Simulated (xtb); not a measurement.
Cl4Ti (SMILES [Cl][Ti]([Cl])([Cl])[Cl]), singlet, at a GFN2-xTB geometry (such geometries of metal compounds can be far from the true shape). Base run: xtb 6.7.1 with GFN2-xTB.

Geometry (Å):
```xyz
5

Ti     0.0000     0.0000     0.0000
Cl     1.6860    -0.5325    -1.1536
Cl     0.6127     0.4765     1.9633
Cl    -0.9459     1.6758    -0.8682
Cl    -1.3528    -1.6198     0.0586
```
Charge 0, spin multiplicity 1.
All else is at xtb's defaults.
Base energy -20.05249 Eh.

The base run was repeated with changes; each row names its change, and settings that it needs were set with it.

| change | ΔE vs base (kcal/mol) | HOMO-LUMO gap (eV) | SCF cycles |
|---|---|---|---|
| base | 0.000 | 3.00 | 10 |
| file = coord | 0.000 | 3.00 | 10 |
| etemp = 10000 | … | … | 10 |
| acc = 30 | 0.000 | 3.00 | 6 |
| alpb = chcl3 | -5.88 | 3.02 | 10 |
| etemp = 1000 | 0.000 | 3.00 | 10 |

**Question.** Fill in the missing entries.

**Answer.** 
- etemp = 10000, ΔE vs base (kcal/mol): -52.52
- etemp = 10000, HOMO-LUMO gap (eV): 3.72

ALPB and GBSA are two models with their own fitted parameters for each solvent, which aren't always the measured dielectric constant.
